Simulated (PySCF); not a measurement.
Molecule: SMILES C([C@H]1C[C@@H](C)[NH2+]1)F, [C5H11FN]+.

Geometry (Å), atoms numbered from 1 in this order:
```xyz
18

C     2.135    0.356    0.101
C     1.017   -0.572   -0.298
C    -0.060   -0.021   -1.246
C    -1.121   -0.446   -0.219
C    -2.070    0.633    0.283
F    -1.309    1.633    0.832
N    -0.036   -0.740    0.777
H     2.745   -0.076    0.891
H     2.777    0.530   -0.759
H     1.748    1.319    0.429
H     1.395   -1.550   -0.598
H     0.002    1.057   -1.373
H    -0.128   -0.495   -2.220
H    -1.674   -1.344   -0.493
H    -2.739    0.268    1.069
H    -2.651    1.061   -0.538
H    -0.073   -1.631    1.278
H     0.031    0.023    1.466
```

Total charge +1.

Frames of a GFN2-xTB Langevin trajectory at 200 K; GIAO PBE0/pcSseg-1 shieldings in PySCF 2.14.0 with density-fitted response routines, gas phase, non-relativistic; equivalent atoms averaged within each frame.

δ = σ(ref) − σ, references computed at the same level: $^{13}$C (σref 186.93) and $^{1}$H (σref 31.72) vs TMS; $^{19}$F (σref 170.95) against CFCl3; $^{15}$N (σref 267.73) against NH3. The references are static minima.

Problem. How do the shifts (ppm) fluctuate along the trajectory?

Solution. 
| time (fs) | C5 | C4 | C2 | C3 | C1 | F6 | N7 | H17 | H11 | H15 |
| --- | --- | --- | --- | --- | --- | --- | --- | --- | --- | --- |
| 250 | 83.1 | 72.0 | 58.2 | 34.4 | 25.3 | -258.9 | 79.3 | 5.97 | 5.70 | 5.52 |
| 425 | 85.2 | 70.4 | 59.5 | 30.8 | 24.0 | -261.2 | 83.4 | 5.46 | 4.44 | 5.11 |
| 625 | 87.6 | 54.6 | 61.3 | 28.9 | 19.6 | -258.6 | 65.6 | 4.03 | 4.97 | 4.81 |
| 800 | 81.2 | 70.9 | 68.8 | 30.5 | 24.0 | -257.2 | 89.9 | 5.81 | 5.68 | 5.25 |
| 1000 | 79.3 | 59.1 | 69.8 | 28.0 | 23.0 | -275.5 | 68.2 | 3.95 | 5.25 | 4.84 |
| mean of frames | 83.3 | 65.4 | 63.5 | 30.5 | 23.2 | -262.3 | 77.3 | 5.04 | 5.21 | 5.10 |
| standard deviation | 3.2 | 8.0 | 5.4 | 2.4 | 2.2 | 7.5 | 10.2 | 0.98 | 0.53 | 0.30 |

5 frames give an uncertainty of the mean of about the standard deviation over 2.2 at best, since frames this close in time may not be independent; classical motion lacks zero-point vibration, and the reference would need the same averaging.
